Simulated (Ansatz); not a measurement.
Calculated with Ansatz (gas phase, PBE0-D4/def2-TZVP geometries, no zero-point term in ΔE). CCSD(T)/CBS is the MP2 limit (def2-TZVPP, def2-QZVPP) plus CCSD(T) − MP2 in def2-TZVPP, frozen cores. This one scheme is used for every species. Functionals use def2-TZVPP. Elements past krypton have def2 core potentials. For In outer-core shells are correlated without core-valence functions, which leaves a few kJ/mol of doubt a bond. One conformer a species, not always the lowest.

`C[O][In]([OH])[O][SiH3]` + `N=CO` → `N=C(O)[SiH3]` + `C[O][In]([OH])[OH]`  (formal exchange of groups at the Si–O bond)

`C[O][In]([OH])[O][SiH3]`:

```xyz
13

C    -0.837   -1.403    1.405
O     0.408   -1.813    0.887
In    1.361   -0.706   -0.423
O     3.083   -1.164   -1.238
O     0.563    1.016   -0.990
Si   -0.771    1.899   -0.691
H    -0.788   -0.432    1.914
H    -1.153   -2.148    2.142
H    -1.617   -1.342    0.636
H     3.364   -0.475   -1.847
H    -2.015    1.139   -1.011
H    -0.743    3.129   -1.526
H    -0.852    2.301    0.744
```

`N=CO`:

Z-matrix (Å, degrees):
```
C
O 1 1.336
N 1 1.258 2 122.1
H 1 1.092 2 110.5 3 -180.0
H 2 0.968 1 106.6 3 -0.0
H 3 1.014 1 111.3 2 180.0
```

`N=C(O)[SiH3]`:

Cartesian coordinates in Å:
```
N 0.184 -0.755 1.535
C -0.025 -0.599 0.297
O -0.307 -1.671 -0.468
Si 0.007 1.024 -0.693
H 0.386 0.125 1.999
H -0.299 -2.442 0.121
H 0.313 2.108 0.273
H 1.057 0.955 -1.739
H -1.315 1.255 -1.325
```

`C[O][In]([OH])[OH]`:

Cartesian coordinates in Å:
```
C -0.762 -0.393 1.730
O -0.187 0.626 0.947
In 0.426 0.312 -0.900
O 1.220 1.800 -1.924
O 0.248 -1.473 -1.719
H -0.078 -1.233 1.901
H -1.016 0.034 2.706
H -1.684 -0.796 1.292
H 1.249 2.613 -1.413
H 0.584 -1.490 -2.619
```

```tsv
level	ΔE (eV)
PBE0	1.09
HF/def2-QZVPP	1.45
MP2/CBS(def2)	1.21
CCSD/CBS(def2)	1.22
```

Task: What does CCSD(T)/CBS give? (An estimate is asked.)

Result: Ansatz gave: +1.19 eV. The listed levels differ from it by -0.10, 0.26, 0.02, 0.03 eV.

Largest T1 diagnostic among the species: 0.017.

From PBE to PBE0 (25 % exact exchange), in def2-TZVPP and without D4, ΔE moves by +0.11 eV. In def2-TZVPP, CCSD(T) changes the Hartree–Fock value by −0.22 eV (the triples alone add −0.04 eV) and MP2 by −0.20 eV.
